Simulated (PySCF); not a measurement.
Isomers of C2H5NO. Isolated molecules, 0 K electronic values unless said otherwise. One relaxed conformer stands for each flexible species; it need not be the lowest. Strings in code marks are SMILES.

The brightest of the four lowest singlets (TDA) from two functionals at the same geometries (B3LYP-D3(BJ)/def2-TZVP), both in PySCF: PBE-D3(BJ)/def2-TZVP and B3LYP-D3(BJ)/def2-TZVP. B3LYP has the VWN-RPA correlation part, as in Gaussian. Excitations are Tamm–Dancoff values on a coarser integration grid. The basis has no diffuse functions, so Rydberg states are missing or too high.

```
species                                                B3LYP-D3(BJ)/def2-TZVP (eV)
-----------------------------------------------------  ---------------------------
`OCN=C` (C–N–C–O torsion -130°, N–C–O–H torsion -47°)                         7.79
`C=C(N)O`                                                                     7.38
`[H]/N=C(\C)O` (N–C–O–H torsion 0°)                                           7.95
```

Task: What does PBE-D3(BJ)/def2-TZVP give for each?

Result: 
- `OCN=C` (C–N–C–O torsion -130°, N–C–O–H torsion -47°): 7.13
- `C=C(N)O`: 6.48
- `[H]/N=C(\C)O` (N–C–O–H torsion 0°): 6.69
Over these rows, drawn at random from the members with no instability flagged (it was tested for open shells, ions and some series alone), PBE minus B3LYP-D3(BJ): mean -0.94 eV, from -1.25 eV to -0.67 eV.
